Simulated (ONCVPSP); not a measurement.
**Zn: from the effect back to the setting (ONCV)**

Base potential:

- Element: Zn (Z = 30)
- Generator: ONCVPSP 4.0.1
- Type: optimised norm-conserving Vanderbilt (ONCV)
- Functional: Wu-Cohen
- Relativity: scalar-relativistic
- Frozen core: [Ar]
- Valence charge: 12
- Reference configuration: 3d10 4s2
- Partial waves: 4s: rc 2.00 bohr, ncon 3, nbas 8, qcut 4.1 1/bohr, 2 projectors, debl 0.9 Ha; p scattering state at 0.02 Ha: rc 1.80 bohr, ncon 5, nbas 9, qcut 3.9 1/bohr, 2 projectors, debl 3.6 Ha; 3d: rc 1.40 bohr, ncon 3, nbas 7, qcut 10.7 1/bohr, 2 projectors, debl 0.9 Ha
- Local potential: polynomial inside 1.25 bohr (lpopt 5, dvloc0 0 Ha)
- Core correction: Teter function, fcfact 4.5, rcfact 1.55

Cutoffs, loose and tight: the cutoffs (Ha) at which the residual kinetic energy of the hardest occupied pseudo-wave falls to 1 and 0.1 mHa per electron. They do not see the model core or the augmentation charge, which bear on the density cutoff. Test errors are all-electron minus pseudo excitation energies from the reference, over the configurations 3d10 4s1; 3d10 4s0; 3d9 4s0; 3d10 4s0 4p1; variants that change the core or the reference have their own tests.

Only the d radius is moved (1 further runs of the sweep failed or gave no value and are left out):

```json
{"d radius (bohr)": "1.08", "cutoff, loose": "83 Ha", "cutoff, tight": "226 Ha", "bound ghosts": "s", "largest test error (meV)": "-35"}
{"d radius (bohr)": "1.22", "cutoff, loose": "53 Ha", "cutoff, tight": "94 Ha", "bound ghosts": "none", "largest test error (meV)": "+37"}
{"d radius (bohr)": "1.36", "cutoff, loose": "48 Ha", "cutoff, tight": "54 Ha", "bound ghosts": "none", "largest test error (meV)": "+54"}
{"d radius (bohr)": "1.48", "cutoff, loose": "46 Ha", "cutoff, tight": "51 Ha", "bound ghosts": "none", "largest test error (meV)": "+70"}
{"d radius (bohr)": "1.56", "cutoff, loose": "44 Ha", "cutoff, tight": "49 Ha", "bound ghosts": "none", "largest test error (meV)": "+81"}
{"d radius (bohr)": "1.72", "cutoff, loose": "41 Ha", "cutoff, tight": "46 Ha", "bound ghosts": "none", "largest test error (meV)": "+106"}
{"d radius (bohr)": "1.96", "cutoff, loose": "35 Ha", "cutoff, tight": "40 Ha", "bound ghosts": "none", "largest test error (meV)": "+168"}
{"d radius (bohr)": "2.06", "cutoff, loose": "33 Ha", "cutoff, tight": "37 Ha", "bound ghosts": "none", "largest test error (meV)": "+199"}
```

Problem. One more run gave cutoff, loose: 39 Ha; cutoff, tight: 44 Ha; bound ghosts: none; largest test error (meV): +127. Which value of the d radius was used?

Solution. 1.8 bohr. The loose cutoff moves one way along this sweep, from 83 Ha at 1.08 to 33 Ha at 2.06 bohr, which places the run between 1.72 and 1.96 bohr.
